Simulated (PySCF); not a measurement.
C₄H₈OSi, SMILES [SiH3]/C=C1/OCC1. Coordinates come from a PBE-D3(BJ)/def2-SVP optimisation. The structure was generated by enumeration; whether it is a known compound was not checked.

### Question
Give the equilibrium geometry at PBE-D3(BJ)/def2-SVP (PySCF confirms it by a frequency run) as bond lengths and angles, and its point group. (The exact figures need the calculation; the answer reports its results.)

### Answer
point group Cs.
Atoms: Si1 C2 C3 C4 C5 O6 H7 H8 H9 H10 H11 H12 H13 H14. Bonds (Å): Si1–C2 1.857, Si1–H7 1.508, Si1–H8 1.508, Si1–H9 1.508, C2–C3 1.349, C2–H10 1.104, C3–C4 1.517, C3–O6 1.382, C4–C5 1.543, C4–H11 1.107, C4–H12 1.107, C5–O6 1.460, C5–H13 1.110, C5–H14 1.110. Bond angles (°): C2–Si1–H7 109.2, C2–Si1–H8 112.2, C2–Si1–H9 112.2, H7–Si1–H8 108.2, H7–Si1–H9 108.2, H8–Si1–H9 106.8, Si1–C2–C3 123.0, Si1–C2–H10 120.7, C3–C2–H10 116.3, C2–C3–C4 138.0, C2–C3–O6 127.4, C4–C3–O6 94.6, C3–C4–C5 83.4, C3–C4–H11 115.3, C3–C4–H12 115.3, C5–C4–H11 116.0, C5–C4–H12 116.0, H11–C4–H12 109.0, C4–C5–O6 90.5, C4–C5–H13 116.4, C4–C5–H14 116.4, O6–C5–H13 111.2, O6–C5–H14 111.2, H13–C5–H14 109.8, C3–O6–C5 91.5.
Charge 0, spin multiplicity 1.
